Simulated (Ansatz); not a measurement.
`C[Si](F)(F)[SiH3]` + `BN[SiH2]Cl` → `BN([SiH3])[SiH2]Cl` + `C[SiH](F)F` at 700 K and 1 bar (cleavage of the Si–Si bond).

Program: Ansatz. Geometries: PBE0-D4/def2-TZVP. ΔE: electronic, gas phase. CBS: MP2 limit from def2 TZ/QZ plus the TZ coupled-cluster correction, frozen cores. Each species was taken in one conformer, which may not be the lowest.

```json
{"species": "`C[Si](F)(F)[SiH3]`", "CCSD(T)/CBS energy (Eh)": "-819.55181", "H − E (kJ/mol)": "266.3", "S (J/(mol·K))": "502.6"}
{"species": "`BN[SiH2]Cl`", "CCSD(T)/CBS energy (Eh)": "-831.46864", "H − E (kJ/mol)": "218.7", "S (J/(mol·K))": "424.7"}
{"species": "`BN([SiH3])[SiH2]Cl`", "CCSD(T)/CBS energy (Eh)": "-1121.76437", "H − E (kJ/mol)": "283.4", "S (J/(mol·K))": "518.7"}
{"species": "`C[SiH](F)F`", "CCSD(T)/CBS energy (Eh)": "-529.27654", "H − E (kJ/mol)": "195.3", "S (J/(mol·K))": "396.3"}
```

H − E and S are ideal-gas, rigid-rotor, harmonic terms from PBE0-D4/def2-TZVP, for one conformer and one mirror image of each species. 1 Eh = 2625.50 kJ/mol, R = 8.31446 J/(mol·K).

**Question.** By hand: ΔE, ΔH, ΔS and ΔG.

**Answer.** ΔE = (-1121.76437) + (-529.27654) − (-819.55181) − (-831.46864) = -0.02046 Eh = -53.7 kJ/mol. Δ(H − E) = 283.4 + 195.3 − 266.3 − 218.7 = -6.3, so ΔH = -60.0 kJ/mol. ΔS = 518.7 + 396.3 − 502.6 − 424.7 = -12.3 J/(mol·K). ΔG = -60.0 − 700 × (-12.3)/1000 = -51.4 kJ/mol.

**Question.** By hand: the equilibrium constant, and the temperature at which ΔG would vanish if ΔH and ΔS stayed fixed.

**Answer.** log₁₀ K = −ΔG/(RT ln 10) = 3.8. ΔG = 0 at ΔH/ΔS = 4878 K, far beyond where these terms or the molecules hold.

The number of gas molecules stays the same, so ΔS is small and ΔH decides. A doubt of 5 kJ/mol in ΔE shifts log₁₀ K by 0.4 here. Other conformers and mirror images would add mixing entropy, several J/(mol·K) or more a flexible species. Modes under 60 cm⁻¹, often nearly free rotors, make the harmonic entropy too high. These are equilibria of isolated gas molecules and say nothing of rates. Largest T1 diagnostic: 0.012 (customary marks: 0.02 for closed shells, 0.045 for open ones).
